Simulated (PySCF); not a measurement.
Species: TeH2.
SMILES: `[H][Te][H]`

Level of theory: PBE0-D3(BJ)/def2-SVP geometry optimisation, gas phase, def2 core potentials past Kr (PySCF 2.14.0).

Take the most abundant isotopes and a rigid rotor. 

Task: What are A, B and C (MHz)?

Result: Ia = 2.73, Ib = 2.80, Ic = 5.54 u·Å²; 505379 MHz·u·Å²/I gives A = 184790, B = 180439, C = 91294 MHz.

Task: What kind of rotor is it?

Result: A near-oblate asymmetric top; Ray's κ = 0.907.

Task: List the rotational levels J(Ka,Kc) to J = 2 (cm⁻¹).

Result: Above 0(0,0):
J = 1: 1(0,1) 9.0640, 1(1,1) 9.2092, 1(1,0) 12.1827
J = 2: 2(0,2) 24.3585, 2(1,2) 24.3637, 2(1,1) 33.2843, 2(2,1) 33.7197, 2(2,0) 36.5533

Task: Which types of transition are allowed, and where do some lines up to J = 4 fall?

Result: The dipole components are |μa| = 0.00 D, |μb| = 0.35 D, |μc| = 0.00 D; the symmetry axis of this C2v structure is b, so μa and μc vanish by symmetry and there are no a-type or c-type lines. Some lines, for components of 0.1 D or more:

```csv
type,branch,"J(Ka,Kc)",MHz,lower level (cm⁻¹)
b,Q,"1(1,0) ← 1(0,1)",93495,9.064
b,Q,"2(2,0) ← 2(1,1)",98002,33.284
b,Q,"4(4,0) ← 4(3,1)",114973,118.069
b,Q,"4(3,1) ← 4(2,2)",254822,109.569
b,Q,"3(2,1) ← 3(1,2)",261782,60.886
b,Q,"2(2,1) ← 2(1,2)",280486,24.364
b,Q,"3(3,1) ← 3(2,2)",287108,60.912
b,Q,"4(4,1) ← 4(3,2)",295990,109.647
b,R,"2(0,2) ← 1(1,1)",454165,9.209
b,Q,"3(2,2) ← 3(1,3)",456695,45.678
b,Q,"4(1,3) ← 4(0,4)",638940,73.085
b,Q,"4(2,3) ← 4(1,4)",638965,73.085
b,R,"3(1,3) ← 2(0,2)",639144,24.358
b,R,"2(2,1) ← 1(1,0)",645663,12.183
b,R,"3(1,2) ← 2(2,1)",814422,33.720
b,R,"4(0,4) ← 3(1,3)",821647,45.678
b,R,"4(1,4) ← 3(0,3)",821650,45.678
b,R,"3(2,2) ← 2(1,1)",828251,33.284
b,R,"3(3,0) ← 2(2,1)",1181253,33.720
b,R,"4(3,2) ← 3(2,1)",1200027,69.618
b,R,"3(2,1) ← 2(1,2)",1356690,24.364
b,R,"4(3,1) ← 3(2,2)",1713537,60.912
b,R,"4(2,2) ← 3(1,3)",1915410,45.678
```

PBE0-D3(BJ)/def2-SVP frequencies: not computed here. Constants of a rigid frame at the computed geometry: no zero-point averaging, no centrifugal distortion.
